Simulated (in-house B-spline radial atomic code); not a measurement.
Hg. Computed with a B-spline radial atomic code. Model: non-relativistic spherical atom: semilocal Troullier-Martins pseudo-atom, one channel per l, against all electrons, high spin, G0W0 and RPA with empty states to l = 8, local potential for every l without a channel, a model core (radius 0 = none) keeps its share of the functional.

Without relativity these are model numbers for so heavy an element.

What the tables leave out is listed at the end.

The pseudopotential gives back the lowest level of each angular momentum of its own functional in the configuration it was made in; a second state of the same l is only approximately right. Exact exchange, RPA and GW see the smooth pseudo-orbitals and miss the exchange with the core, for which the functional's share stands in. The column with an uncorrelated core keeps all orbitals and exact exchange, and so separates missing core correlation from pseudisation. Only the three outermost levels and the lowest empty one were computed. RPA here is direct RPA, with no exchange kernel, and its energies carry an (l + 1/2)⁻⁴ tail. A hybrid on a potential with a model core restores only its own semilocal share of the core's exchange.

Command:
```bash
python run_psgw.py task.json out
```
Settings (lengths in bohr, energies in hartree):
```
Z                      80
electrons              80
configuration          [Xe] 4f14 5d10 6s2
generated_in           [Xe] 4f14 5d10 6s2
functional             pbe,pbe
core_shells            9
radius_factor          1
core_correction        False
ion_configuration      [Xe] 4f14 5d10 6s1
```

Run time, properties included: 2.3 min on 1 thread of Arm Neoverse N1, on a shared host.

Given: made with PBE; model core radius 0 bohr; local radius 0.955 bohr; mean-field start PBE.

Valence shells of the generating configuration: 4f, 5s, 5p, 5d, 6s.

Channel: s 0.907, p 0.97, d 1.151, f 1.227 (radii in bohr).

Computed: largest level miss in the spin-unpolarised generating configuration 0.139 eV; valence RPA correlation energy all-electron orbitals -2.4922 hartree; valence RPA correlation energy pseudo -2.9396 hartree; all-electron RPA polarisability, core included 46.723 bohr³; pseudo-atom RPA polarisability 44.776 bohr³; ionisation by RPA all-electron 8.7977 eV; ionisation by RPA pseudo minus all 0.049 eV.

| level | occupied | mean-field all-electron (eV) | mean-field pseudo minus all (eV) | G0W0 all-electron (eV) | G0W0 uncorrelated core minus all (eV) | G0W0 pseudo minus all (eV) | exchange self-energy all-electron (eV) | exchange self-energy pseudo (eV) |
| --- | --- | --- | --- | --- | --- | --- | --- | --- |
| 6s | 1 | -5.2934 | -0.139 | -8.4968 | 0.001 | -0.168 | -11.23 | -11.01 |

Problem. What is the ionisation by mean-field all-electron?

Solution. 8.4685 eV.

Problem. What is the ionisation by mean-field pseudo minus all?

Solution. 0.184 eV.

Given: mean-field start PBE0.

Computed: valence RPA correlation energy all-electron orbitals -2.4009 hartree; valence RPA correlation energy pseudo -2.8513 hartree; pseudo-atom RPA polarisability 40.764 bohr³; ionisation by mean-field all-electron 8.2005 eV; ionisation by RPA all-electron 8.6266 eV; ionisation by RPA pseudo minus all 0.045 eV.

| level | occupied | mean-field all-electron (eV) | mean-field pseudo minus all (eV) | G0W0 all-electron (eV) | G0W0 uncorrelated core minus all (eV) | G0W0 pseudo minus all (eV) | exchange self-energy all-electron (eV) | exchange self-energy pseudo (eV) |
| --- | --- | --- | --- | --- | --- | --- | --- | --- |
| 6s | 1 | -5.9374 | -0.103 | -8.5293 | 0.002 | -0.109 | -11.02 | -10.735 |

Problem. What is the all-electron RPA polarisability, core included?

Solution. 41.943 bohr³.

Problem. What is the ionisation by mean-field pseudo minus all?

Solution. 0.125 eV.

Given: mean-field start Hartree-Fock.

Computed: valence RPA correlation energy all-electron orbitals -2.1722 hartree; all-electron RPA polarisability, core included 37.402 bohr³; ionisation by mean-field all-electron 6.8138 eV; ionisation by mean-field pseudo minus all -0.014 eV; ionisation by RPA all-electron 8.2052 eV; ionisation by RPA pseudo minus all 0.011 eV.

```
level  occupied  mean-field all-electron (eV)  mean-field pseudo minus all (eV)  G0W0 all-electron (eV)  G0W0 uncorrelated core minus all (eV)  G0W0 pseudo minus all (eV)  exchange self-energy all-electron (eV)  exchange self-energy pseudo (eV)
   6s         1                       -7.1034                             0.019                 -8.4113                                  0.002                        0.05                                 -10.063                           -9.6059
   5d         1                       -19.434                            -0.838                 -18.936                                 -0.043                      -0.092                                 -36.234                           -35.353
```

Problem. What is the valence RPA correlation energy pseudo?

Solution. -2.626 hartree.

Problem. What is the pseudo-atom RPA polarisability?

Solution. 37.775 bohr³.

Among the listed levels the largest G0W0 shift of the pseudo-atom is -0.17 eV, for 6s on the PBE start, while leaving the core uncorrelated moves that level by +0.00 eV. So pseudisation and the lost core exchange, not the missing core correlation, make the error. Not in the tables (levels of low weight, unsolved or above zero; the highest and the empty levels are kept at any weight): on PBE the G0W0 levels 5d (pseudo minus all -1.12 eV, weights 0.01 and 0.45), 5p (pseudo minus all -3.65 eV, weights 0.05 and 0.03), 6p (pseudo minus all -0.03 eV, weights 0.91 and 0.90); on PBE0 the G0W0 levels 5d (pseudo minus all -0.56 eV, weights 0.70 and 0.74), 5p (pseudo minus all -1.26 eV, weights 0.01 and 0.06), 6p (pseudo minus all -0.03 eV, weights 0.94 and 0.93); on Hartree-Fock the G0W0 levels 5p (pseudo minus all +2.83 eV, weights 0.33 and 0.09).
